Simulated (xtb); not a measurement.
dimethylamine (C2H7N), singlet, from a rough starting geometry; xtb 6.7.1 with GFN2-xTB.

Input for xtb:
```
$ xtb mol.xyz --gfn 2 --opt vtight --json

# file mol.xyz
10

C     -0.09522751    -0.11234208     1.21023949
N     -0.09571049     0.74291998     0.00443566
C     -0.09650300    -0.13753528    -1.19104810
H      0.76487044    -0.78289094     1.21889828
H      0.04326138     0.61079703     2.11888465
H     -1.01139516    -0.59901658     1.31151673
H      0.77293746     1.30260389    -0.02090281
H      0.79209662    -0.85050881    -1.19534573
H      0.01032670     0.50148717    -2.06857173
H     -0.92864696    -0.64302493    -1.25962566
```

What the program printed (banner, timings and long lists left out):

```
   ID    Z sym.   atoms
    1    6 C      1, 3
    2    7 N      2
    3    1 H      4-10

           -------------------------------------------------
          |                Calculation Setup                |
           -------------------------------------------------

           -------------------------------------------------
          |                 G F N 2 - x T B                 |
           -------------------------------------------------

          ...................................................
          :                      SETUP                      :
          :.................................................:
          :  # basis functions                  19          :
          :  # atomic orbitals                  19          :
          :  # shells                           13          :
          :  # electrons                        20          :
          :  max. iterations                   250          :
          :  Hamiltonian                  GFN2-xTB          :
          :  restarted?                      false          :
          :  GBSA solvation                  false          :
          :  PC potential                    false          :
          :  electronic temp.          300.0000000     K    :
          :  accuracy                    1.0000000          :
          :  -> integral cutoff          0.2500000E+02      :
          :  -> integral neglect         0.1000000E-07      :
          :  -> SCF convergence          0.1000000E-05 Eh   :
          :  -> wf. convergence          0.1000000E-03 e    :
          :  Broyden damping             0.4000000          :
          :  net charge                          0          :
          :  unpaired electrons                  0          :
          ...................................................

 iter      E             dE          RMSdq      gap      omega  full diag
   1    -10.8709261 -0.108709E+02  0.288E+00   10.64       0.0  T
   2    -10.8881842 -0.172581E-01  0.163E+00   10.70       1.0  T
   3    -10.8888124 -0.628261E-03  0.699E-01   10.68       1.0  T
   4    -10.8888835 -0.710676E-04  0.842E-02   10.61       1.0  T
   5    -10.8888889 -0.535596E-05  0.441E-02   10.61       1.0  T
   6    -10.8888893 -0.400738E-06  0.481E-03   10.61       6.6  T
   7    -10.8888893 -0.145350E-07  0.187E-03   10.61      16.9  T
   8    -10.8888893 -0.327648E-08  0.292E-04   10.61     108.3  T
   9    -10.8888893 -0.110614E-10  0.943E-05   10.61     335.5  T

   *** convergence criteria satisfied after 9 iterations ***

         :::::::::::::::::::::::::::::::::::::::::::::::::::::
         ::                     SUMMARY                     ::
         :::::::::::::::::::::::::::::::::::::::::::::::::::::
         :: total energy             -10.737198906922 Eh    ::
         :: gradient norm              0.174815784517 Eh/a0 ::
         :: HOMO-LUMO gap             10.609327985986 eV    ::
         ::.................................................::
         :: SCC energy               -10.888888553873 Eh    ::
         :: -> isotropic ES            0.008717339584 Eh    ::
         :: -> anisotropic ES          0.003923183986 Eh    ::
         :: -> anisotropic XC          0.010767767151 Eh    ::
         :: -> dispersion             -0.003488501868 Eh    ::
         :: repulsion energy           0.151689646951 Eh    ::
         :: add. restraining           0.000000000000 Eh    ::
         :: total charge              -0.000000000000 e     ::
         :::::::::::::::::::::::::::::::::::::::::::::::::::::

      -----------------------------------------------------------
     |                   =====================                   |
     |                        A N C O P T                        |
     |                   =====================                   |
     |               Approximate Normal Coordinate               |
     |                Rational Function Optimizer                |
      -----------------------------------------------------------
      -----------------------------------------------------------
     |                   =====================                   |
     |                        A N C O P T                        |
     |                   =====================                   |
     |               Approximate Normal Coordinate               |
     |                Rational Function Optimizer                |
      -----------------------------------------------------------

          ...................................................
          :                      SETUP                      :
          :.................................................:
          :   optimization level         verytight          :
          :   max. optcycles                   200          :
          :   ANC micro-cycles                  20          :
          :   degrees of freedom                24          :
          :.................................................:
          :   RF solver                   davidson          :
          :   write xtbopt.log                true          :
          :   linear?                        false          :
          :   energy convergence         0.1000000E-06 Eh   :
          :   grad. convergence          0.2000000E-03 Eh/α :
          :   maxmium RF displ.          1.0000000          :
          :   Hlow (freq-cutoff)         0.1000000E-01      :
          :   Hmax (freq-cutoff)         5.0000000          :
          :   S6 in model hess.         20.0000000          :
          ...................................................

generating ANC from exact Hessian ...
Using Lindh-Hessian (1995)
 Shifting diagonal of input Hessian by    1.1456137660062465E-003
 Lowest  eigenvalues of input Hessian
    0.000000    0.000000    0.000000    0.000000    0.000000    0.000000
    0.010000    0.012788    0.018903    0.046620    0.054888    0.060030
[...]
 * total energy  :   -10.7371989 Eh     change       -0.3668532E-10 Eh
 * total energy  :   -10.7523830 Eh     change       -0.1518406E-01 Eh
 * total energy  :   -10.7540964 Eh     change       -0.1713469E-02 Eh
 * total energy  :   -10.7542163 Eh     change       -0.1198183E-03 Eh
 * total energy  :   -10.7542353 Eh     change       -0.1902290E-04 Eh
 * total energy  :   -10.7542404 Eh     change       -0.5158670E-05 Eh
 * total energy  :   -10.7542422 Eh     change       -0.1759276E-05 Eh
 * total energy  :   -10.7542427 Eh     change       -0.5247819E-06 Eh
 * total energy  :   -10.7542428 Eh     change       -0.8073559E-07 Eh
   *** GEOMETRY OPTIMIZATION CONVERGED AFTER 9 ITERATIONS ***
[...]

 iter      E             dE          RMSdq      gap      omega  full diag
   1    -10.8939328 -0.108939E+02  0.701E-06   11.21       0.0  T
   2    -10.8939328 -0.319744E-13  0.408E-06   11.21    7756.6  T
   3    -10.8939328 -0.888178E-14  0.881E-07   11.21   35878.7  T

   *** convergence criteria satisfied after 3 iterations ***

         :::::::::::::::::::::::::::::::::::::::::::::::::::::
         ::                     SUMMARY                     ::
         :::::::::::::::::::::::::::::::::::::::::::::::::::::
         :: total energy             -10.754242799911 Eh    ::
         :: gradient norm              0.000063904323 Eh/a0 ::
         :: HOMO-LUMO gap             11.209819756641 eV    ::
         ::.................................................::
         :: SCC energy               -10.893932026714 Eh    ::
         :: -> isotropic ES            0.008339145435 Eh    ::
         :: -> anisotropic ES          0.004211534784 Eh    ::
         :: -> anisotropic XC          0.010516773786 Eh    ::
         :: -> dispersion             -0.003504095384 Eh    ::
         :: repulsion energy           0.139689226803 Eh    ::
         :: add. restraining           0.000000000000 Eh    ::
         :: total charge               0.000000000000 e     ::
         :::::::::::::::::::::::::::::::::::::::::::::::::::::

           -------------------------------------------------
          |                Property Printout                |
           -------------------------------------------------

    * Orbital Energies and Occupations

         #    Occupation            Energy/Eh            Energy/eV
      -------------------------------------------------------------
         1        2.0000           -0.6293377             -17.1251
         2        2.0000           -0.6032391             -16.4150
         3        2.0000           -0.5643023             -15.3554
         4        2.0000           -0.5281850             -14.3726
         5        2.0000           -0.5038674             -13.7109
         6        2.0000           -0.5035260             -13.7016
         7        2.0000           -0.4681511             -12.7390
         8        2.0000           -0.4524812             -12.3126
         9        2.0000           -0.4462844             -12.1440
        10        2.0000           -0.3538202              -9.6279 (HOMO)
        11                          0.0581331               1.5819 (LUMO)
        12                          0.1194926               3.2516
        13                          0.1280905               3.4855
        14                          0.1514878               4.1222
        15                          0.1839028               5.0042
        16                          0.2039666               5.5502
        17                          0.2157962               5.8721
        18                          0.2596806               7.0663
        19                          0.2681067               7.2956
      -------------------------------------------------------------
                  HL-Gap            0.4119533 Eh           11.2098 eV
             Fermi-level           -0.1478435 Eh           -4.0230 eV

     #   Z          covCN         q      C6AA      α(0)
     1   6 C        3.694    -0.025    21.199     6.587
     2   7 N        2.675    -0.251    26.524     7.649
     3   6 C        3.694    -0.025    21.199     6.587
     4   1 H        0.923     0.009     2.902     2.664
     5   1 H        0.925     0.037     2.496     2.470
     6   1 H        0.924     0.039     2.463     2.454
     7   1 H        0.860     0.131     1.535     1.941
     8   1 H        0.923     0.009     2.902     2.664
     9   1 H        0.925     0.037     2.496     2.470
    10   1 H        0.924     0.039     2.462     2.454

 Mol. C6AA /au·bohr⁶  :        638.175190
 Mol. C8AA /au·bohr⁸  :      12454.128826
 Mol. α(0) /au        :         37.940934

Wiberg/Mayer (AO) data.
largest (>0.10) Wiberg bond orders for each atom

 ---------------------------------------------------------------------------
     #   Z sym  total        # sym  WBO       # sym  WBO       # sym  WBO
 ---------------------------------------------------------------------------
     1   6 C    3.988 --     2 N    1.028     5 H    0.985     6 H    0.983
                             4 H    0.975
     2   7 N    3.064 --     3 C    1.028     1 C    1.028     7 H    0.961
     3   6 C    3.988 --     2 N    1.028     9 H    0.985    10 H    0.983
                             8 H    0.975
     4   1 H    1.000 --     1 C    0.975
     5   1 H    0.999 --     1 C    0.985
     6   1 H    0.998 --     1 C    0.983
     7   1 H    0.983 --     2 N    0.961
     8   1 H    1.000 --     3 C    0.975
     9   1 H    0.999 --     3 C    0.985
    10   1 H    0.998 --     3 C    0.983
 ---------------------------------------------------------------------------

Topologies differ in total number of bonds
Writing topology from bond orders to xtbtopo.mol

molecular dipole:
                 x           y           z       tot (Debye)
 q only:        0.097      -0.052       0.001
   full:        0.408      -0.217       0.005       1.175
molecular quadrupole (traceless):
                xx          xy          yy          xz          yz          zz
 q only:       -0.378       0.961      -0.416      -0.017       0.024       0.794
  q+dip:        0.600       1.819      -0.732      -0.020       0.013       0.133
   full:        0.110       1.984      -0.795      -0.025       0.025       0.685

optimized geometry written to: xtbopt.xyz

           -------------------------------------------------
          | TOTAL ENERGY              -10.754242799911 Eh   |
          | GRADIENT NORM               0.000063904323 Eh/α |
          | HOMO-LUMO GAP              11.209819756641 eV   |
           -------------------------------------------------

normal termination of xtb
```
